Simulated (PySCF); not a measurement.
Compound: silicon trifluoride radical, SiF₃ (doublet state).
Z-matrix (Å and degrees, PBE0-D3(BJ)/def2-SVP geometry), rows numbered from 1:
```
F 
Si  1  1.6080
F   2  1.6081  1  107.66
F   2  1.6080  1  107.72  3   115.92
```

The species is `F[Si](F)F` (silicon trifluoride radical).

Computed with UKS B3LYP, IGLO-III on F Si, non-relativistic, mean-field spin-orbit, GIAO (PySCF 2.14.0). Isolated species at its PBE0-D3(BJ)/def2-SVP geometry, gas phase. The SCF solution wasn't tested for stability.

Task: Give the principal g shifts and their parts.

Result: 
| Δg (ppm) | 1 | 2 | 3 |
| --- | --- | --- | --- |
| relativistic mass correction | -233 | -233 | -233 |
| gauge correction | 120 | 120 | 65 |
| orbital Zeeman/spin–orbit | -2209 | -2208 | -470 |
| total | -2322 | -2321 | -638 |

So g = 2.00000, 2.00000, 2.00168 and g_iso = 2.00056; the tensor is axial. 

Task: At 9.748 GHz, how far is the centre of the isotropic spectrum from where a free electron (g = 2.002319) resonates?

Result: B = hν/(g μB) with μB/h = 13.99624 MHz/mT gives 347.83 mT for the free electron and 348.14 mT at g_iso, 0.31 mT higher.

Task: What are the electron Larmor frequencies g μB B/h along the three axes at 330 mT?

Result: 9.2375, 9.2375, 9.2453 GHz for g1, g2 and g3, a range of 7.8 MHz.

Task: What effective moment and Curie constant follow for a powder?

Result: With the mean of g² = 4.0022 and S(S+1) = 0.75: μ_eff = √(⟨g²⟩S(S+1)) = 1.733 μB and χT = 0.12505·⟨g²⟩·S(S+1) = 0.375 cm³ K/mol (cgs; spin-Hamiltonian part alone).

Task: In a frozen sample, at which fields do the three g values resonate at 9.5, 34, 94 and 263 GHz (hyperfine left aside), and which band first spreads them over more than twice a line width of 0.3 mT?

Result: 
| band | GHz | B(g3) mT | B(g2) mT | B(g1) mT | spread mT |
| --- | --- | --- | --- | --- | --- |
| X | 9.5 | 339.09 | 339.38 | 339.38 | 0.29 |
| Q | 34.0 | 1213.59 | 1214.61 | 1214.61 | 1.02 |
| W | 94.0 | 3355.22 | 3358.05 | 3358.05 | 2.83 |
| J | 263.0 | 9387.49 | 9395.38 | 9395.39 | 7.91 |

The spread grows in proportion to the frequency. Q band is the first where it exceeds 0.6 mT.

The largest Mulliken spin population is on Si2 (+0.92). The angles at Si2 add up to 323.1°, so it is pyramidal.

The HOMO–LUMO gaps are 8.38 eV among the α and 7.86 eV among the β orbitals.
